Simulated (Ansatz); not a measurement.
Ansatz (a quantum-chemistry and plane-wave program) input:

Ansatz 0.2 input:
```yaml
crystal:
  periodic: [false, false, false]
  atoms:
    - {symbol: Ir, position_ang: [0.03565115, -0.02818714, -0.04123906]}
    - {symbol: O, position_ang: [-1.26284412, -1.19742292, 0.01972013]}
    - {symbol: O, position_ang: [-0.24483861, 1.45935848, -0.91614009]}
    - {symbol: O, position_ang: [1.16454044, 0.00936563, 1.29334592]}
basis:
  gaussian:
    orbitals: def2-TZVP
hamiltonian:
  xc: b3lyp
  dispersion: d3bj
magnetization: {spin_polarized: true, initial_magnetization: 3}
phonons: {temperatures: {t_min: 298.15, t_max: 298.15, t_step: 100}}
```

Question: Predict the final energy.

Answer: -330.05760 Eh (B3LYP-D3(BJ)/def2-TZVP). The basis has 133 functions.

The spin state was set by rule; other spins were not relaxed.
